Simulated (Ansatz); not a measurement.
The same path of Cl2FH3NOTa + ClH (11 atoms, charge 0, multiplicity 1) was run twice with different band settings. Lost on the way: Cl10–H11. Made: Ta1–Cl10, O2–H11.

These are results of Ansatz, RHF/def2-SVP, not measurements.

Relaxed end points:

```xyz
11
Properties=species:S:1:pos:R:3
Ta -0.244 0.113 0.018
O 1.620 -0.190 0.068
H 2.322 -0.012 0.678
F -0.248 0.208 1.908
Cl -0.268 0.342 -2.337
N -0.944 1.930 0.141
H -1.101 2.376 1.028
H -1.179 2.522 -0.635
Cl -1.725 -1.688 0.045
Cl 2.409 -3.234 -1.420
H 2.418 -1.978 -1.208
```

```xyz
11
Properties=species:S:1:pos:R:3
Ta -0.269 -0.530 -0.265
O 1.957 0.061 -0.250
H 2.281 0.856 0.151
F 0.053 -0.680 1.589
Cl -0.267 0.095 -2.548
N -0.543 1.376 0.150
H -0.561 1.721 1.094
H -0.703 2.107 -0.518
Cl -2.413 -1.393 -0.186
Cl 0.897 -2.608 -0.675
H 2.625 -0.615 -0.255
```

Common settings: movable images 7; climbing image yes; spring 5.0 eV/Å²; optimiser quadratic models (default); start path through a guess of the saddle point; iteration limit 60; end points relaxed.

| run | force threshold |
| --- | --- |
| 1 | 0.05 eV/Å |
| 2 | 0.5 eV/Å |

Question: What does each run give, and how far can it be trusted?

Answer: Run 1: converged after 21 iterations, highest image 0.675 eV above the first end. A vibrational analysis at the climbing image gives one clearly imaginary mode, 1257i cm⁻¹: a first-order saddle point.
Run 2: converged after 14 iterations, highest image 0.663 eV above the first end. The threshold of 0.5 eV/Å is loose, so the images may lie well off the minimum-energy path. The order of the stationary point at the top wasn't checked.
The orbitals stay closed-shell, which can raise the energy where a bond breaks towards radicals; this wasn't checked here.
